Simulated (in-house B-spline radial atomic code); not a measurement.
The numbers below are computed, except where a source is named.
## From levels and matrix elements to observables: Yb67+

One electron outside the 1s2 core, from a B-spline radial code for spherical atoms: Brueckner orbitals with a screened correlation potential on Dirac-Hartree-Fock, Breit and QED terms for the lowest states, dipole elements in length form with static core polarisation. The core's own polarisability, by RPA, is 2.842e-07 bohr³.

```csv
state,removal energy (cm⁻¹),size of the reduced dipole element to 2s1/2 (a.u.)
2s1/2,140059455,-
3s1/2,60877462,-
2p1/2,138635525,0.05521
2p3/2,129207956,0.08358
3p1/2,60491387,0.03352
3p3/2,57682455,0.03921
```

Use R = 109737.3 cm⁻¹, 1 hartree = 219474.6 cm⁻¹, c = 137.036 and 1 a.u. of rate = 4.1341e16 s⁻¹.

Q: Find the quantum defects of the two s states and predict 4s1/2.

A: With n* = 68 √(R/E): 2s1/2 has n* = 1.9034, δ = 0.0966; 3s1/2 has n* = 2.8871, δ = 0.1129. Ritz's form δ = δ0 + b/n*² gives b = -0.105, δ0 = 0.1255, so with n* ≈ 4 − 0.1129, δ = 0.1186 and E = R × 68²/(4 − 0.1186)² = 33681009 cm⁻¹. The program finds 33753201 cm⁻¹. In so highly charged an ion δ holds relativistic, Breit and QED shifts that Ritz's form doesn't follow, and the higher level lacks the last two.

Q: What are the wavelength, oscillator strength and rate of 2s1/2–2p3/2?

A: ΔE = 10851499 cm⁻¹ = 49.44307 hartree, λ = 0.92153 nm in vacuum. f = (2/3) ΔE D²/(2j + 1 of the lower state) = (2/3) × 49.44307 × 0.08358²/2 = 0.1151. A = (4/3) ΔE³ D²/(c³ (2j' + 1)) = 1.0937e-04 a.u. = 4.521e+12 s⁻¹, a partial lifetime of 0.0002212 ns.
